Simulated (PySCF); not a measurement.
Simulation results for AlBClHN

All values are calculated (PySCF 2.14.0). Calculation on a computer-drawn molecule: optimised geometry and harmonic frequencies of an isolated molecule of the commonest isotopes, restricted reference for singlets and unrestricted otherwise, frozen core in MP2.

## AlBClHN

Start structure:
```xyz
5
AlBClHN
B      1.5961    -0.7002     0.6543
N      2.4836    -0.5283    -0.2361
Al     3.6534    -0.3018    -1.4095
Cl     5.0596    -0.0295    -2.8203
H      0.7782    -0.8586     1.4747
```

Settings of this run: charge 1, multiplicity 1, method MP2 and basis cc-pV(D+d)Z.

Drawn bonds:
```tsv
atom	other atom	order
1	2	1
2	3	2
3	4	1
1	5	1
```

To be estimated
1. Estimate the rotational constants of AlBClHN.
2. Give the missing total energy for AlBClHN.

## Answers
1. 1.698, 1.698 GHz
2. -781.4048 hartree

Further results for AlBClHN:

- convergence status largest gradient component: 3.1e-05 hartree/bohr

Optimised structure:
```xyz
5
AlBClHN
B      1.5806    -0.7032     0.6698
N      2.4814    -0.5287    -0.2339
Al     3.6701    -0.2986    -1.4263
Cl     5.0825    -0.0251    -2.8432
H      0.7564    -0.8628     1.4967
```

Modes:
```tsv
frequency (cm⁻¹)	reduced mass (dalton)
89.26	4.716
89.31	4.718
183.6	12.52
183.6	12.54
484.8	14.27
758.9	1.325
758.9	1.325
892	14.09
1787	6.084
2924	1.166
```
